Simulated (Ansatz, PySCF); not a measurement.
Reaction (SMILES): CO[SiH3] [methoxysilane] -> CO[SiH2-] + H+
Each molecule is optimised on its own at B3LYP-D3(BJ)/def2-TZVP (Ansatz, a first-principles code), one conformer each, not searched for the lowest. Frequencies are from Ansatz or PySCF.

Quantity: gas-phase deprotonation energy (enthalpy at 298 K, with B3LYP-D3(BJ) rigid-rotor harmonic-oscillator terms), in eV. Valence correlation only, unless marked. Spin-orbit coupling is left out. No relativistic terms. Anions need diffuse functions: aug- sets have them; def2-D sets add few. CBS marks a two-point X^-3 extrapolation of the correlation energy; Hartree-Fock from the larger set.

```json
[
 {"level": "revPBE-D3(BJ)/def2-TZVPD", "program": "Ansatz + dftd3", "gas-phase deprotonation energy (eV)": "(withheld)"},
 {"level": "B3LYP-D3(BJ)/def2-TZVPD", "program": "Ansatz + dftd3", "gas-phase deprotonation energy (eV)": "16.29"},
 {"level": "B3LYP-D4/def2-TZVPD", "program": "Ansatz + dftd4", "gas-phase deprotonation energy (eV)": "16.22"},
 {"level": "CAM-B3LYP-D3(BJ)/def2-TZVPD", "program": "Ansatz + dftd3", "gas-phase deprotonation energy (eV)": "16.28"},
 {"level": "B2GP-PLYP-D3(BJ)/def2-TZVPD", "program": "Ansatz + dftd3", "gas-phase deprotonation energy (eV)": "16.34"},
 {"level": "CCSD(T)/CBS(aug-cc-pV(T+d)Z,aug-cc-pV(Q+d)Z)", "program": "Ansatz", "gas-phase deprotonation energy (eV)": "(withheld)"}
]
```

Q: What belongs in the gaps?

A: 
- revPBE-D3(BJ)/def2-TZVPD, gas-phase deprotonation energy (eV): 16.15
- CCSD(T)/CBS(aug-cc-pV(T+d)Z,aug-cc-pV(Q+d)Z), gas-phase deprotonation energy (eV): 16.31
